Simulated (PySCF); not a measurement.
C3H9NSi.
Atom-mapped SMILES: `[CH2:1]=[CH:2][CH2:3][SiH2:4][NH2:5]` (hydrogens: H6, H7 on C1; H8 on C2; H9, H10 on C3; H11, H12 on Si4; H13, H14 on N5)

The same species was optimised twice, with GFN2-xTB and with PBE0-D3(BJ)/def2-SVP (PySCF), and the same property calculations (PySCF, gas phase) were run on both structures.

```tsv
coordinate	GFN2-xTB	PBE0-D3(BJ)/def2-SVP	change
Si4–H12 (Å)	1.464	1.496	+0.032
Si4–H11 (Å)	1.472	1.503	+0.031
C3–Si4 (Å)	1.910	1.891	-0.019
C1–H6 (Å)	1.078	1.095	+0.017
C1–H7 (Å)	1.077	1.093	+0.016
C1=C2 (Å)	1.322	1.336	+0.014
C2–H8 (Å)	1.084	1.098	+0.014
C3–H9 (Å)	1.089	1.103	+0.014
Si4–N5 (Å)	1.723	1.736	+0.013
C3–H10 (Å)	1.090	1.103	+0.013
C2–C3 (Å)	1.484	1.492	+0.008
C3–Si4–N5 (°)	106.1	108.9	+2.8
H11–Si4–H12 (°)	110.2	107.9	-2.3
C3–Si4–H11 (°)	108.5	107.0	-1.5
C2–C3–H9 (°)	110.0	111.4	+1.4
C2–C3–Si4 (°)	111.7	110.4	-1.3
C2–C3–H10 (°)	109.7	110.9	+1.2
C1–C2–H8 (°)	119.6	118.4	-1.2
N5–Si4–H12 (°)	105.4	106.5	+1.1
C1–C2–C3–Si4 (°)	103	100	-3
C2–C3–Si4–N5 (°)	62	49	-13
```

Rotational constants: A = 7824, B = 2099, C = 1911 MHz (GFN2-xTB) against A = 7227, B = 2196, C = 1945 MHz (PBE0-D3(BJ)/def2-SVP). Point groups within 0.08 Å: C1 and C1. End groups have turned between the structures, so H13, H14 are left out of the comparison.

On the GFN2-xTB structure: isotropic polarisability (au) 72.3 [wB97X-D/def2-SVPD]; HOMO (eV) -8.88 [wB97X-D/def2-SVPD]; LUMO (eV) 1.76 [wB97X-D/def2-SVPD]; dipole (D) 0.84 [wB97X-D/def2-SVPD]; HOMO (eV) -7.02 [PBE0/pcSseg-1]; LUMO (eV) 0.17 [PBE0/pcSseg-1]; dipole (D) 0.99 [PBE0/pcSseg-1]; GIAO shielding of C1 (ppm) 66.8 [PBE0/pcSseg-1]; GIAO shielding of C2 (ppm) 44.5 [PBE0/pcSseg-1]; GIAO shielding of C3 (ppm) 162.1 [PBE0/pcSseg-1]; GIAO shielding of Si4 (ppm) 378.0 [PBE0/pcSseg-1]; GIAO shielding of N5 (ppm) 263.6 [PBE0/pcSseg-1].

Problem. What do these properties become on the PBE0-D3(BJ)/def2-SVP structure?

Solution. 
```
                                    property              level  on GFN2-xTB  on PBE0-D3(BJ)/def2-SVP  change
               isotropic polarisability (au)  wB97X-D/def2-SVPD         72.3                     73.8    +1.5
                                   HOMO (eV)  wB97X-D/def2-SVPD        -8.88                    -8.81   +0.07
                                   LUMO (eV)  wB97X-D/def2-SVPD         1.76                     1.75   -0.01
                                  dipole (D)  wB97X-D/def2-SVPD         0.84                     0.82   -0.02
energy, GFN2-xTB geometry as zero (kcal/mol)  wB97X-D/def2-SVPD          0.0                     -1.8    -1.8
                                   HOMO (eV)      PBE0/pcSseg-1        -7.02                    -6.94   +0.08
                                   LUMO (eV)      PBE0/pcSseg-1         0.17                     0.15   -0.02
                                  dipole (D)      PBE0/pcSseg-1         0.99                     1.01   +0.02
energy, GFN2-xTB geometry as zero (kcal/mol)      PBE0/pcSseg-1          0.0                     -1.5    -1.5
                  GIAO shielding of C1 (ppm)      PBE0/pcSseg-1         66.8                     63.1    -3.7
                  GIAO shielding of C2 (ppm)      PBE0/pcSseg-1         44.5                     41.5    -3.0
                  GIAO shielding of C3 (ppm)      PBE0/pcSseg-1        162.1                    159.8    -2.3
                 GIAO shielding of Si4 (ppm)      PBE0/pcSseg-1        378.0                    379.3    +1.3
                  GIAO shielding of N5 (ppm)      PBE0/pcSseg-1        263.6                    260.5    -3.1
```

The heavy atoms differ by 0.105 Å rms after alignment. Among the bonds compared Si4–H11 and Si4–H12 change most and about equally (+0.031 to +0.032 Å). Changes are differences of the printed values. Neither structure is proved a minimum here.

The values belong to the conformer `[CH2:1]=[CH:2][CH2:3][SiH2:4][NH2:5]`: C1–C2–C3–Si4 100°, C2–C3–Si4–N5 49°, H–N5–Si4–C3 158°, H–N5–Si4–C3 -66°.

Note: wB97X-D ran without an empirical dispersion term, which enters the total energy and its gradient alone.
